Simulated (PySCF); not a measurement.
Species: C6H10NO (doublet state).
Z-matrix (Å and degrees, GFN2-xTB geometry), rows numbered from 1:
```
C 
C   1  1.2926
C   2  1.4727  1  140.69
C   3  1.5335  2  110.34  1  -165.18
C   3  1.5353  2  109.32  1    73.64
N   3  1.4729  2  110.25  1   -47.27
C   6  1.3434  3  125.98  2    65.86
O   7  1.2058  6  127.17  3     3.34
H   1  1.0922  2  123.30  3    -0.17
H   1  1.0804  2  122.04  3  -179.53
H   4  1.0884  3  110.45  2   179.60
H   4  1.0885  3  110.45  2    58.62
H   4  1.0864  3  109.64  2   -60.61
H   5  1.0879  3  109.88  2   179.47
H   5  1.0858  3  109.70  2   -60.59
H   5  1.0863  3  109.73  2    59.22
H   6  1.0080  3  115.62  2  -106.04
H   7  1.1099  6  110.91  3  -177.54
```

The hyperfine couplings belong to this conformer and change with its torsions.

Identity: `C=[C]C(C)(C)NC=O` [radical].

Method: PySCF 2.14.0, UKS B3LYP, pcH-1 on C H N O, non-relativistic, mean-field spin-orbit, GIAO. Isolated species at its GFN2-xTB geometry (one conformer only). Couplings are sensitive to structure, and on GFN2-xTB geometries they can be far from those on DFT ones. Stability of the SCF solution: not tested.

(1) Where do the isotropic ENDOR lines of N6, H9, H10, H18 and H11 (×6) fall at 3358.5 mT, to first order?

(2) Which pairs are centred on the nuclear Larmor frequency, and which on half the coupling?

Answers

(1) ν± = |νn ± a/2|, one line for each electron-spin manifold; νn = |g_N| × 7.62259 MHz/T × B.

| nuclei | isotope | g_N | νn (MHz) | a_iso (MHz) | lower line (MHz) | upper line (MHz) |
| --- | --- | --- | --- | --- | --- | --- |
| N6 | 14N | 0.4038 | 10.34 | 10.45 | 5.11 | 15.56 |
| H9 | 1H | 5.5857 | 143.00 | 184.52 | 50.74 | 235.25 |
| H10 | 1H | 5.5857 | 143.00 | 120.08 | 82.95 | 203.04 |
| H18 | 1H | 5.5857 | 143.00 | 1.82 | 142.09 | 143.91 |
| H11 (×6) | 1H | 5.5857 | 143.00 | 1.45 | 142.27 | 143.72 |

(2) Centred on νn, since |a| < 2νn: N6, H9, H10, H18 and H11 (×6). No pair has |a| > 2νn.

Class means assume fast exchange of nuclei equivalent by connectivity; if that motion is slow, each nucleus keeps its own coupling. The six 1H nuclei of mean +1.5 MHz run from -1.7 to 8.7 MHz in the frozen geometry.
